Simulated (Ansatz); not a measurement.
**Computed against measured: atomisation enthalpy at 298 K**

6 molecules with two or more fluorines; the atomisation enthalpy at 298 K in kJ/mol, computed less measured. Shapes, held fixed at every level: PBE0-D4/def2-TZVP. Thermal terms are harmonic and unscaled (PBE0-D4/def2-TZVP); the spin-orbit lowering of the free atoms is taken from their spectra. Programs: Ansatz 0.2.0. Measured values: Active Thermochemical Tables, CRC Handbook of Chemistry and Physics, NIST-JANAF tables.

Levels: A = B3LYP-D4/def2-TZVPP; B = r2SCAN0-D4/def2-TZVPP; C = wB97M-V/def2-TZVPP.

```csv
molecule,from tabulated heats,A,B,C
PF3 (phosphorus trifluoride),1513,-25,-85,+9
CHBrF2 (bromodifluoromethane),1630,-15,-44,+1
SF6 (sulfur hexafluoride),1974,-79,-99,+6
"C2Cl4F2 (1,1,1,2-tetrachloro-2,2-difluoroethane)",2568,-15,-22,+69
C2ClF5 (chloropentafluoroethane),3071,-32,-77,+36
C2HF5 (SMILES FC(F)C(F)(F)F),3149,-21,-79,+27
```

(1) Which level does best on this set, which worst, and which err to one side?

Results:

(1) 
| level | kind | mean error | mean absolute error | worst case |
| --- | --- | --- | --- | --- |
| B3LYP-D4/def2-TZVPP | global hybrid | -31.2 | 31.2 | SF6 |
| r2SCAN0-D4/def2-TZVPP | global hybrid | -67.7 | 67.7 | SF6 |
| wB97M-V/def2-TZVPP | range-separated hybrid | +24.7 | 24.7 | C2Cl4F2 |

On this set wB97M-V/def2-TZVPP has the smallest mean absolute error and r2SCAN0-D4/def2-TZVPP the largest. B3LYP-D4/def2-TZVPP is too low in 6 of 6; r2SCAN0-D4/def2-TZVPP is too low in 6 of 6; wB97M-V/def2-TZVPP is too high in 6 of 6. The heats of PF3, C2ClF5, C2HF5 come from older tables and can be uncertain by 10 kJ/mol or more. The tabulated value of C2Cl4F2 is in doubt (older tables, estimates, or at odds with other calculations) and kept here. Over the 5 molecules whose values aren't doubted the mean absolute errors are A 34.4; B 76.8; C 15.8. Relativity is left out for Br. The set is small.
